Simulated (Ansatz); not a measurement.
Consider the formal hydrolysis of a C–Se bond: `C=C([SiH3])[SeH]` + H₂O → `C=C(O)[SiH3]` + H₂Se.

Gas-phase electronic energies from Ansatz, PBE0-D4/def2-TZVP geometries. CCSD(T)/CBS adds triple-zeta CCSD(T) − MP2 to the extrapolated MP2 energy (def2 sets, frozen cores). This one scheme is used for every species. DFT in def2-TZVPP. B3LYP here is the variant with VWN-RPA as its local correlation; programs differ in this. For Se outer-core shells are correlated without core-valence functions, which leaves a few kJ/mol of doubt a bond. Scalar relativity is left out up to krypton. Each species was taken in one conformer, which may not be the lowest.

```csv
level,ΔE (kcal/mol),difference from CCSD(T)/CBS
PBE-D4,7.2,-3.3
r2SCAN-D4,6.9,-3.6
PBE0-D4,7.7,-2.8
B3LYP-D4,7.5,-3.0
ωB97X-V,6.4,-4.1
ωB97M-V,7.0,-3.5
B2PLYP,7.8,-2.7
PBE,5.9,-4.6
r2SCAN,6.6,-3.9
PBE0,6.5,-4.0
B3LYP,5.3,-5.2
HF/def2-TZVPP,5.1,-5.4
MP2/def2-TZVPP,12.5,2.0
SCS-MP2/def2-TZVPP,10.9,0.4
CCSD/def2-TZVPP,9.1,-1.4
CCSD(T)/def2-TZVPP,9.7,-0.8
HF/def2-QZVPP,5.1,-5.4
MP2/def2-QZVPP,13.1,2.6
SCS-MP2/def2-QZVPP,11.4,0.9
HF/CBS(def2),5.1,-5.4
MP2/CBS(def2),13.4,2.9
CCSD/CBS(def2),9.9,-0.6
CCSD(T)/CBS,10.5,0
```

Largest T1 diagnostic among the species: 0.013.

The D4 term adds +2.2 kcal/mol with B3LYP and +1.1 kcal/mol with PBE0; it sums over pairs of atoms, weighted by their polarisabilities, and B3LYP, whose exchange is more repulsive, gets the larger term. In def2-TZVPP, CCSD(T) changes the Hartree–Fock value by +4.6 kcal/mol (the triples alone add +0.6 kcal/mol) and MP2 by +7.5 kcal/mol.
